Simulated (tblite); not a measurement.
Compound: C₆H₁₁NSi.
Numbering: `[CH3:1][SiH2:2][CH2:3]/[CH:4]=[CH:5]\[CH2:6][C:7]#[N:8]` (hydrogens: H9, H10, H11 on C1; H12, H13 on Si2; H14, H15 on C3; H16 on C4; H17 on C5; H18, H19 on C6)

Geometry (GFN2-xTB, Å), atoms numbered from 1 in this order:
```
atom  x, y, z in Å
C1    -3.0060    0.0244    0.8568
Si2   -1.4525    0.6363   -0.0469
C3    -0.3896   -0.8999   -0.4931
C4     0.8494   -0.4941   -1.2018
C5     2.0221   -0.1949   -0.6595
C6     2.3350   -0.2162    0.8134
C7     2.3601    1.1359    1.3144
N8     2.3794    2.2154    1.6904
H9    -2.7565   -0.4926    1.7794
H10   -3.6506    0.8583    1.1156
H11   -3.5863   -0.6594    0.2434
H12   -0.6599    1.5193    0.8117
H13   -1.8247    1.3253   -1.2883
H14   -0.9683   -1.5674   -1.1319
H15   -0.1599   -1.4497    0.4203
H16    0.7531   -0.4114   -2.2764
H17    2.8426    0.1197   -1.2894
H18    1.5838   -0.7764    1.3748
H19    3.3188   -0.6634    0.9900
```

Level: GFN2-xTB in tblite, geometry and Hessian alike; calculated harmonic values, unscaled, isolated species. This tight-binding method is rough: wavenumbers can miss measured ones by several per cent, in bad cases by 10 to 20. Modes of hydrogen on silicon can be 10 to 20 % off. One conformer, not necessarily the lowest.

Harmonic wavenumbers (cm⁻¹): 26.5, 41.3, 48.0, 104.5, 122.8, 164.1, 220.7, 282.2, 372.5, 409.0, 445.9, 524.4, 558.3, 572.6, 664.4, 694.0, 756.7, 780.5, 788.4, 793.8, 831.5, 842.3, 902.0, 930.3, 967.5, 1005.3, 1073.5, 1113.4, 1158.3, 1196.8, 1248.2, 1273.2, 1355.9, 1373.8, 1412.4, 1477.6, 1484.2, 1490.9, 1714.0, 2229.1, 2260.0, 2409.3, 2942.9, 2972.3, 2974.0, 2987.6, 3033.9, 3035.4, 3051.5, 3054.8, 3074.3.

A = 2436, B = 932.2, C = 752.8 MHz; mass 125.066 u (most abundant isotopes); point group C1, symmetry number 1.

Task: Zero-point energy?

Result: Half the sum of the wavenumbers: 32623 cm⁻¹ = 93.28 kcal/mol.

Task: What is S at 350 K and 1 bar for an ideal gas of classical rigid rotors and harmonic oscillators?

Result: Translation 41.21, rotation 30.10, vibration 41.37: S = 112.7 cal/(mol K).

Task: And Cp and H(350 K) − H(0)?

Result: Cp = 45.51 cal/(mol K), of which vibrations give 37.56 (their classical limit is 51 R = 101.3); H(350 K) − H(0) = 9.69 kcal/mol without the zero-point energy, 6.90 from vibrations.

Task: How do the functions run with temperature in this model?

Result: 
```csv
T (K),S (cal/(mol K)),Cp (cal/(mol K)),H − H(0) (kcal/mol),G − H(0) (kcal/mol),ln q(vib)
100,74.9,20.5,1.50,-5.99,3.26
200,91.9,30.0,4.01,-14.37,6.51
300,106.1,40.5,7.54,-24.28,9.46
500,131.1,58.2,17.51,-48.06,15.06
800,162.5,75.1,37.73,-92.28,22.86
1000,180.1,82.6,53.55,-126.58,27.62
```

q(vib) and H(0) count from the zero-point level.

Task: Which modes carry the vibrational entropy at 350 K?

Result: 26.5 cm⁻¹: 6.39; 41.3 cm⁻¹: 5.51; 48.0 cm⁻¹: 5.22; 104.5 cm⁻¹: 3.68; 122.8 cm⁻¹: 3.37; 164.1 cm⁻¹: 2.81 cal/(mol K); the other 45 give 14.39 together.

Hindered rotation and anharmonicity are outside this model. Other conformers, if any are populated, would add a mixing term that is left out. The structure is chiral; the term R ln 2 for an equal mix with its mirror image is left out.
